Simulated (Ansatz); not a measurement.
**An input for doublet CHF3O3S+**

CHF3O3S+ has 9 atoms, charge +1, and is taken as a doublet. As SMILES of the parent species, `O=S(=O)(O)C(F)(F)F`. Geometry: relaxed at PBE0-D4/def2-TZVP. This is one conformer, not always the lowest. That shape belongs to the parent species and isn't relaxed for this state.

```
atom    x (Å)    y (Å)    z (Å)
   O   1.4629  -0.5819   0.9857
   S   0.2985  -0.7789   0.1944
   O   0.1445  -1.8377  -0.7300
   O  -0.9727  -0.7780   1.1281
   C   0.0031   0.7967  -0.7252
   F  -0.0766   1.8017   0.1382
   F   1.0144   1.0041  -1.5475
   F  -1.1209   0.7238  -1.4123
   H  -0.7532  -0.3500   1.9686
```

Settings wanted:

```yaml
basis_set: 6-31G*
task: energy
method: HF
reference: UHF
accuracy: high
d_and_f_functions: spherical
```

**Question.** Write the Ansatz 0.2.0 input and the command.

**Answer.** One that was run (others would do as well):

run.yaml:
```yaml
crystal:
  periodic: [false, false, false]
  atoms:
    - {symbol: O, position_ang: [1.462890, -0.581870, 0.985740]}
    - {symbol: S, position_ang: [0.298500, -0.778940, 0.194370]}
    - {symbol: O, position_ang: [0.144480, -1.837650, -0.729970]}
    - {symbol: O, position_ang: [-0.972740, -0.777950, 1.128120]}
    - {symbol: C, position_ang: [0.003130, 0.796730, -0.725230]}
    - {symbol: F, position_ang: [-0.076560, 1.801740, 0.138180]}
    - {symbol: F, position_ang: [1.014380, 1.004120, -1.547510]}
    - {symbol: F, position_ang: [-1.120920, 0.723830, -1.412290]}
    - {symbol: H, position_ang: [-0.753170, -0.350000, 1.968590]}
basis:
  gaussian:
    orbitals: 6-31G_st_-spherical.json
hamiltonian:
  xc: hf
magnetization:
  spin_polarized: true
  initial_magnetization: 1
total_charge: 1
accuracy: high
output: {orbitals: {seedname: orbitals}}
```

```bash
$ ansatz run run.yaml --threads 1 --pin off --max-ram 3480MiB --events-out events.jsonl --progress --plain --runs-dir runs
```

(Basis files named in the input come from the Basis Set Exchange and aren't shown.)

Calculated total energy: -958.32813 Eh.
